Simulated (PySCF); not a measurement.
Compound: C3H11FSi2.
Bonds: C1–C2, C2–Si3, C2–Si4, C2–C5, C5–F6. Hydrogens: H7, H8, H9 on C1; H10, H11, H12 on Si3; H13, H14, H15 on Si4; H16, H17 on C5.

Computed geometry: GFN2-xTB, gas phase.

(1) Give the optimised bond lengths and angles.

Results:

(1) 
```json
{"bond": "C1–C2", "length (bohr)": "2.891"}
{"bond": "C2–Si3, C2–Si4", "length (bohr)": "3.621"}
{"bond": "C2–C5", "length (bohr)": "2.875"}
{"bond": "C5–F6", "length (bohr)": "2.602"}
{"bond": "C1–H7, C1–H8, C1–H9", "length (bohr)": "2.059"}
{"bond": "Si3–H10 and 3 like bonds", "length (bohr)": "2.761"}
{"bond": "Si3–H12, Si4–H15", "length (bohr)": "2.774"}
{"bond": "C5–H16, C5–H17", "length (bohr)": "2.074"}
```

Bonds in one row agree within 0.02 bohr and their mean is given. A selection of angles:
```json
{"angle": "C2–C1–H7", "degrees": "110.7"}
{"angle": "H7–C1–H8", "degrees": "108.1"}
{"angle": "C1–C2–Si3", "degrees": "109.9"}
{"angle": "C1–C2–C5", "degrees": "107.4"}
{"angle": "Si3–C2–Si4", "degrees": "111.6"}
{"angle": "Si3–C2–C5", "degrees": "109.1"}
{"angle": "C2–Si3–H10", "degrees": "110.6"}
{"angle": "C2–Si3–H11", "degrees": "108.1"}
{"angle": "H10–Si3–H11", "degrees": "110.7"}
{"angle": "H10–Si3–H12", "degrees": "110.0"}
{"angle": "C2–C5–F6", "degrees": "111.2"}
{"angle": "C2–C5–H16", "degrees": "111.9"}
{"angle": "F6–C5–H16", "degrees": "106.2"}
{"angle": "H16–C5–H17", "degrees": "109.0"}
```

Torsions: C1–C2–C5–F6 180° (antiperiplanar).

Of the pairs four or more bonds apart, H8···H17 is among the closest relative to their van der Waals radii: 2.51 Å, 105 % of the sum of Bondi's values. Si3 (SiH3 silicon) is tetrahedral (angles from 108.1° to 110.7°).

Point group: Cs (tolerance 0.08 Å). No GFN2-xTB frequencies stand behind this structure, so it isn't proved a minimum. One conformer, not necessarily the lowest.
